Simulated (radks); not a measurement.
The terbium ion Tb+ inside a hard spherical wall (all orbitals vanish at R), configuration held at [Xe] 4f9 6s1 and not refilled when levels cross. Calculated with a radial shooting solver on a logarithmic mesh with Libxc functionals: scalar-relativistic Kohn-Sham, PBE, spin-unpolarised, spherical densities, finite nucleus; Fermi nuclear charge, rms radius 5.06 fm. Eigenvalues in eV, with the zero of energy where the potential of the charges vanishes at infinity; a dash marks a level that is unbound or too diffuse for the functional's potential to be trusted. A positive occupied level is held by the wall or, in an anion where self-interaction has pushed it up, behind a barrier. The pressure on the wall is -dE/dV.

R (bohr)  E (hartree)  kinetic (hartree)    e(5s)    e(5p)   e(4f)   e(6s)  e(5d, empty)  e(6p, empty)  pressure (GPa)
free      -11707.7917          12599.049  -53.890  -31.232  -9.383  -8.738        -6.958        -5.399               0
12        -11707.7917          12599.049  -53.888  -31.229  -9.380  -8.736        -6.956        -5.383        0.000545
10        -11707.7914          12599.053  -53.867  -31.208  -9.360  -8.715        -6.935        -5.296          0.0104
8         -11707.7877          12599.084  -53.722  -31.067  -9.216  -8.535        -6.789        -4.807           0.174
7         -11707.7789          12599.140  -53.500  -30.852  -8.995  -8.184        -6.546        -4.044           0.691
5         -11707.6712          12599.643  -52.162  -29.585  -7.590  -4.778        -4.738         1.790            13.0
4         -11707.3771          12600.919  -50.030  -27.545  -5.143   2.752        -1.343        12.763            81.7
3.5       -11706.9435          12602.816  -47.636  -25.113  -2.242  12.019         2.640        25.088             247
3         -11705.8707          12607.412  -42.900  -19.947   3.583  30.981        10.658        48.617             875
2.5       -11702.8657          12619.434  -32.407   -7.729  15.876  72.919        28.395        97.445            3730
2         -11693.1625          12654.307   -4.686   25.414  43.226  175.61        73.028        210.93           20100
